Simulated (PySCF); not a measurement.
PySCF job for MoS2ClBr, SMILES [Mo]([Br])(=[S])([Cl])=[S], multiplicity 1, B3LYP-D3(BJ)/def2-SVP. Coordinates come from a B3LYP-D3(BJ)/def2-SVP optimisation. The spin state was assumed, not searched. The structure was generated by enumeration; whether it is a known compound was not checked. The def2 effective core potentials stand for the cores of Mo; spin–orbit coupling is left out.

```python
import numpy as np
from pyscf import gto, scf, dft, df
from pyscf.hessian import thermo

mol = gto.M(
    atom='''
    Mo    0.05205476   -0.37521036    0.00000000
    S     1.14587189   -0.95417208    1.70253924
    S     1.14587194   -0.95417209   -1.70253921
    Cl   -1.94471070   -1.43726869   -0.00000002
    Br   -0.16554627    2.02074028   -0.00000001
    ''',
    basis='def2-SVP',
    ecp={'Mo': 'def2-svp'},
    charge=0,
    spin=0,
    max_memory=1600,
    verbose=3,
)
mf = dft.RKS(mol, xc='b3lyp').density_fit(auxbasis='def2-universal-jkfit')
mf.disp = 'd3bj'
mf.grids.level = 3
mf.conv_tol = 1e-11
mf.max_cycle = 100
mf.kernel()

# [left out here: the lines that compute and print the analytic Hessian (its translational invariance restored by hand, since the grid's response is missing), thermochemistry and intensities]
```

It prints:

```
converged SCF energy = -3898.54144786031

WARN: DFTD3 does not support analytical Hessian, using finite difference


WARN: Mole.unit (angstrom) is changed to Bohr

Mode                                 0                   1                   2
Irrep
Freq [cm^-1]                       97.6008            124.4113            143.1595
Reduced mass [au]                  45.3432             42.2525             40.5987
Force const [Dyne/A]                0.2545              0.3853              0.4902
Char temp [K]                     140.4259            179.0001            205.9746
Normal mode                   x     y     z       x     y     z       x     y     z
       0  Mo                -0.04  0.01 -0.00   -0.00 -0.00 -0.04    0.02  0.03  0.00
       1   S                -0.02  0.03 -0.00   -0.01  0.10 -0.01   -0.03 -0.08 -0.01
       2   S                -0.02  0.03  0.00    0.01 -0.10 -0.01   -0.03 -0.08  0.01
       3  Cl                 0.02 -0.12  0.00   -0.00  0.00 -0.00    0.06 -0.03 -0.00
       4  Br                 0.05  0.02 -0.00    0.00 -0.00  0.05   -0.02  0.05  0.00
Mode                                 3                   4                   5
Irrep
Freq [cm^-1]                      147.4230            193.2446            300.8433
Reduced mass [au]                  37.0663             35.4700             70.6531
Force const [Dyne/A]                0.4746              0.7804              3.7676
Char temp [K]                     212.1089            278.0360            432.8466
Normal mode                   x     y     z       x     y     z       x     y     z
       0  Mo                 0.00  0.00 -0.04   -0.03  0.00  0.00    0.01 -0.06 -0.00
       1   S                -0.08 -0.03 -0.01    0.07 -0.03 -0.08    0.01  0.01  0.04
       2   S                 0.08  0.03 -0.01    0.07 -0.03  0.08    0.01  0.01 -0.04
       3  Cl                 0.00 -0.00  0.11   -0.04 -0.01 -0.00   -0.04 -0.01  0.00
       4  Br                -0.00  0.00  0.00   -0.00  0.03 -0.00   -0.01  0.07 -0.00
Mode                                 6                   7                   8
Irrep
Freq [cm^-1]                      415.2367            567.9360            577.4391
Reduced mass [au]                  43.7562             37.9288             41.0576
Force const [Dyne/A]                4.4451              7.2081              8.0660
Char temp [K]                     597.4332            817.1334            830.8063
Normal mode                   x     y     z       x     y     z       x     y     z
       0  Mo                -0.04 -0.04  0.00    0.04 -0.02  0.00   -0.00  0.00  0.06
       1   S                -0.01  0.01 -0.02   -0.06  0.03 -0.09   -0.05  0.03 -0.08
       2   S                -0.01  0.01  0.02   -0.06  0.03  0.09    0.05 -0.03 -0.08
       3  Cl                 0.12  0.07 -0.00   -0.01 -0.00 -0.00    0.00  0.00 -0.00
       4  Br                 0.00  0.01 -0.00   -0.00  0.00 -0.00    0.00 -0.00 -0.00
temperature 298.1500 [K]
pressure 101325.00 [Pa]
Rotational constants [GHz] 1.24319 0.76968 0.73094
Symmetry number 1
Zero-point energy (ZPE) 0.00585 [Eh]   15355.830 [J/mol]
                           tot       elec      trans        rot        vib
Entropy [J/mol/K]       379.743      0.000    178.816    127.649     73.279
Cv [J/mol/K]             87.009      0.000     12.472     12.472     62.066
Cp [J/mol/K]             95.324      0.000     20.786     12.472     62.066
Internal energy [J/mol]                      3718.434   3718.434  26823.786
Internal energy [Eh]   -3898.52840  -3898.54145
Enthalpy [J/mol]                             6197.391   3718.434  26823.786
Enthalpy [Eh]          -3898.52745
Gibbs free energy [J/mol]                  -47116.499 -34339.972   4975.641
Gibbs free energy [Eh] -3898.57058
static polarisability / bohr^3: [[ 92.401  -4.003  -0.   ]
 [ -4.002 103.4     0.   ]
 [ -0.     -0.    105.51 ]]
largest difference of analytic and finite-field dipole derivatives / e: 0.0018478076120320708
mode   freq/cm-1   IR/(km/mol)   Raman/(A^4/amu)   depolarisation
   1       97.60         0.002             4.193            0.735
   2      124.41         0.064             7.305            0.750
   3      143.16         0.084             3.102            0.709
   4      147.42         0.012             6.706            0.750
   5      193.24         1.605             7.785            0.749
   6      300.84        21.656             7.612            0.026
   7      415.24        54.630             6.826            0.091
   8      567.94        30.352            33.246            0.068
   9      577.44        67.144            12.146            0.750
max |gradient| / (hartree/bohr): 9.110948754678487e-05
APT charges: [ 1.45   -0.3404 -0.3404 -0.4053 -0.364 ]
```

The calculation finished and met its thresholds.

Cost: around 5 core-minutes (rough).
